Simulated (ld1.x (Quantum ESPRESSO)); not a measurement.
## Cutoff test, Pb (Z = 82), TM

ld1.x (Quantum ESPRESSO) 7.5 input, shortened:

```
&input
   title='Pb', zed=82., rel=1, dft='PBE', iswitch=3,
   config='[Xe] 4f14 5d10 6s2 6p2'
 /
 &inputp
   pseudotype=2, tm=.true., lloc=-2, rcloc=2.35,
   nlcc=.false.
 /
3
6S  1  0   2.00   0.00  1.80  1.80  0.0
6P  2  1   2.00   0.00  2.45  2.45  0.0
5D  3  2  10.00   0.00  1.75  1.75  0.0
 &test
   configts(1)='5d10 6s2 6p2'
 /
```

The pseudo-atom Hamiltonian at the reference potential is diagonalised in spherical Bessel functions j_l(qr) that vanish at 20 bohr, with q² up to the cutoff. All-electron valence levels (Ry): 6s -0.8849, 6p -0.2571, 5d -1.5565.

How do the lowest levels (Ry) of each channel move with the cutoff, and are there ghosts?

```json
{"cutoff (Ry)": "8", "s #1": "-0.8624", "s #2": "-0.0404", "p #1": "-0.2526", "p #2": "0.0218", "d #1": "-0.0716", "f #1": "0.1025", "Σ f·Δε (mRy)": "14904.3"}
{"cutoff (Ry)": "12", "s #1": "-0.8729", "s #2": "-0.0413", "p #1": "-0.2566", "p #2": "0.0215", "d #1": "-0.3295", "f #1": "0.1025", "Σ f·Δε (mRy)": "12296.0"}
{"cutoff (Ry)": "18", "s #1": "-0.8770", "s #2": "-0.0416", "p #1": "-0.2569", "p #2": "0.0215", "d #1": "-0.8636", "f #1": "0.1025", "Σ f·Δε (mRy)": "6946.5"}
{"cutoff (Ry)": "21", "s #1": "-0.8803", "s #2": "-0.0419", "p #1": "-0.2571", "p #2": "0.0215", "d #1": "-1.0709", "f #1": "0.1025", "Σ f·Δε (mRy)": "4866.5"}
{"cutoff (Ry)": "30", "s #1": "-0.8840", "s #2": "-0.0422", "p #1": "-0.2572", "p #2": "0.0214", "d #1": "-1.4129", "f #1": "0.1025", "Σ f·Δε (mRy)": "1438.8"}
{"cutoff (Ry)": "40", "s #1": "-0.8843", "s #2": "-0.0422", "p #1": "-0.2573", "p #2": "0.0214", "d #1": "-1.5396", "f #1": "0.1025", "Σ f·Δε (mRy)": "171.3"}
{"cutoff (Ry)": "50", "s #1": "-0.8850", "s #2": "-0.0423", "p #1": "-0.2573", "p #2": "0.0214", "d #1": "-1.5552", "f #1": "0.1025", "Σ f·Δε (mRy)": "13.5"}
{"cutoff (Ry)": "60", "s #1": "-0.8851", "s #2": "-0.0423", "p #1": "-0.2573", "p #2": "0.0214", "d #1": "-1.5563", "f #1": "0.1025", "Σ f·Δε (mRy)": "2.2"}
{"cutoff (Ry)": "70", "s #1": "-0.8851", "s #2": "-0.0423", "p #1": "-0.2573", "p #2": "0.0214", "d #1": "-1.5564", "f #1": "0.1025", "Σ f·Δε (mRy)": "1.9"}
{"cutoff (Ry)": "90", "s #1": "-0.8851", "s #2": "-0.0423", "p #1": "-0.2573", "p #2": "0.0214", "d #1": "-1.5565", "f #1": "0.1025", "Σ f·Δε (mRy)": "0.5"}
{"cutoff (Ry)": "110", "s #1": "-0.8851", "s #2": "-0.0423", "p #1": "-0.2573", "p #2": "0.0214", "d #1": "-1.5565", "f #1": "0.1025", "Σ f·Δε (mRy)": "0.1"}
{"cutoff (Ry)": "400", "s #1": "-0.8852", "s #2": "-0.0423", "p #1": "-0.2573", "p #2": "0.0214", "d #1": "-1.5565", "f #1": "0.1025", "Σ f·Δε (mRy)": "0.0"}
```

Result: no extra level below or beside the all-electron valence levels (s, p, d, f tested); 10 mRy is reached at 55 Ry and 1 mRy at 90 Ry.
